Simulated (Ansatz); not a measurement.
Ansatz (a program for electronic structure) input (CCSD(T)/aug-cc-pVQZ):

Ansatz 0.2 input:
```yaml
crystal:
  periodic: [false, false, false]
  atoms:
    - {symbol: B, position_ang: [-0.00000000, -0.00000000, -0.20072794]}
    - {symbol: H, position_ang: [0.00000000, 0.00000000, 1.00363971]}
basis:
  gaussian:
    orbitals: aug-cc-pVQZ
total_charge: 1
magnetization: {spin_polarized: true, initial_magnetization: 1}
correlation: {method: ccsd_t, electrons: outside_noble_gas}
```

Output:

```
Functional definition: HF
integrals: 0.35 GiB planned
750 factors; integrals over basis functions are off by at most 8.8e-4 eV
mean field: 0.23 GiB planned
mean field evaluation 1: about -674.7477 eV, gradient 6.8e0 eV
mean field evaluation 2: about -674.7474 eV, gradient 6.8e0 eV
mean field evaluation 4: about -675.4282 eV, gradient 8.8e-1 eV
mean field evaluation 8: about -675.4505 eV, gradient 3.9e-4 eV
mean field evaluation 16: about -675.4460 eV, gradient 4.0e-1 eV
mean field evaluation 32: about -671.9423 eV, gradient 1.4e0 eV
mean field -675.45048348 eV, -24.8223474310 hartree, gradient 2.8e-6 eV, S^2 0.754835; 1 other end points of the search recorded, 0 dependent functions left out
determinant -675.45048348 eV, -24.8223474310 hartree, with singles and doubles -676.96934751 eV, -24.8781646545 hartree
determinant -672.07196797 eV, -24.6981892762 hartree, with singles and doubles -673.58681092 eV, -24.7538587277 hartree
1 core orbitals not correlated
reference -675.45048348 eV, -24.8223474310 hartree; 2, 1 occupied and 123, 124 virtual orbitals, 750 factors
second order -1.11699887 eV of doubles, -0.00000000 eV of singles
coupled cluster: 0.82 GiB planned
cycle   1  -1.42843984 eV  change   -1.4e-1 eV  update   1.9e-2
cycle   2  -1.43883082 eV  change   -1.0e-2 eV  update   5.5e-3
cycle   3  -1.44526452 eV  change   -6.4e-3 eV  update   3.2e-3
cycle   4  -1.44903696 eV  change   -3.8e-3 eV  update   1.4e-3
cycle   5  -1.44948378 eV  change   -4.5e-4 eV  update   4.1e-4
cycle   6  -1.44948073 eV  change    3.1e-6 eV  update   1.1e-4
cycle   7  -1.44950372 eV  change   -2.3e-5 eV  update   2.6e-5
cycle   8  -1.44950672 eV  change   -3.0e-6 eV  update   8.4e-6
cycle   9  -1.44950496 eV  change    1.8e-6 eV  update   3.2e-6
perturbative correction -0.02094526 eV, -0.0007697241 hartree
Total energy: -676.92093370 eV, -24.8763854800 hartree
```
